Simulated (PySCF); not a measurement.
A geometry optimisation on `P[BH2-][SbH3+]`.

Method: PBE0-D3(BJ)/def2-SVP geometry optimisation, gas phase, def2 core potentials past Kr (PySCF 2.14.0). Start geometry: GFN2-xTB. A driver script takes a list of jobs; this job's settings line and coordinates (Å) are shown.

Input:
```
{"job": {"xc": "PBE0", "basis": "def2-SVP", "d3": "d3bj", "grid": 1, "maxiter": 30, "shake": 0.01, "kind": "geom"}, "charge": 0, "multiplicity": 1}
P      1.446440     0.780170     0.584490
B      0.664120    -0.832330    -0.131990
Sb    -1.532530    -0.128030     0.389830
H      2.727480     0.382780     0.920840
H      1.866520     1.390460    -0.599650
H      0.683920    -0.972200    -1.299150
H      0.841880    -1.783510     0.544890
H     -3.134210    -0.570840     0.243090
H     -1.826140     1.445960    -0.059530
H     -1.687050     0.266610     2.014900
```

Output:
```
step   0  E = -610.30585152  max force = 0.016921
step   1  E = -610.31305130  max force = 0.008393
step   2  E = -610.31387266  max force = 0.002332
step   3  E = -610.31422128  max force = 0.003205
step   4  E = -610.31463319  max force = 0.001493
step   5  E = -610.31473739  max force = 0.001347
step   6  E = -610.31478512  max force = 0.000542
step   7  E = -610.31480800  max force = 0.000400
step   8  E = -610.31482604  max force = 0.000576
step   9  E = -610.31485332  max force = 0.000993
step  10  E = -610.31488145  max force = 0.001096
step  11  E = -610.31490151  max force = 0.000785
step  12  E = -610.31491369  max force = 0.000452
step  13  E = -610.31491735  max force = 0.000147
optimisation converged
```

Energies in Eh; «max force» is the largest Cartesian gradient component in Eh/bohr.

Question: How much energy does the optimisation release, in kcal/mol?

Answer: E(step 0) − E(last step) = 0.009066 Eh, which is 5.7 kcal/mol.

In short: final energy -610.31492 Eh after 13 steps; dipole 3.60 D.

Time: 40 s wall; peak memory 0.39 GiB. Hardware: one thread of an Arm Neoverse V2, shared host.
Labels such as C1 count atoms from 1, the log's own numbers from 0.
